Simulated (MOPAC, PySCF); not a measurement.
[Zn(OH)2], neutral singlet in the gas phase. 

Cartesian coordinates (Å):
```xyz
5

Zn    -0.0726     0.0566    -0.1601
O     -1.5795    -0.6743     0.3834
H     -2.0112    -1.2223    -0.2842
O      1.5097     0.7295    -0.5397
H      1.4791     1.6333    -0.8782
```
Charge 0, multiplicity 1.

All levels are single points at this geometry (r2SCAN-D4/def2-SVP); Pople sets use spherical d functions. Orbital energies aren't observables, and empty levels follow the basis.

B3LYP/LANL2DZ in PySCF gives gap (eV) = 6.32.

Problem. Estimate the gap (eV) from each of these levels: B3LYP-D3(BJ)/def2-TZVP in PySCF; PBE-D3(BJ)/def2-TZVP in PySCF; TPSSh-D3(BJ)/def2-TZVP in PySCF; B3LYP/3-21G in PySCF; B3LYP/6-311+G** (LANL2DZ on Zn) in PySCF; B3LYP/6-31G* (LANL2DZ on Zn) in PySCF; BP86/6-31G* (LANL2DZ on Zn) in PySCF; PBE/6-31G* (LANL2DZ on Zn) in PySCF; HF/6-31G* (LANL2DZ on Zn) in PySCF; AM1 in MOPAC; PM3 in MOPAC; PM6 in MOPAC.

Solution. 
```tsv
level	gap (eV)
B3LYP-D3(BJ)/def2-TZVP in PySCF	6.75
PBE-D3(BJ)/def2-TZVP in PySCF	4.83
TPSSh-D3(BJ)/def2-TZVP in PySCF	6.07
B3LYP/3-21G in PySCF	6.07
B3LYP/6-311+G** (LANL2DZ on Zn) in PySCF	6.45
B3LYP/6-31G* (LANL2DZ on Zn) in PySCF	6.38
BP86/6-31G* (LANL2DZ on Zn) in PySCF	4.49
PBE/6-31G* (LANL2DZ on Zn) in PySCF	4.44
HF/6-31G* (LANL2DZ on Zn) in PySCF	14.16
AM1 in MOPAC	12.42
PM3 in MOPAC	12.10
PM6 in MOPAC	10.15
```
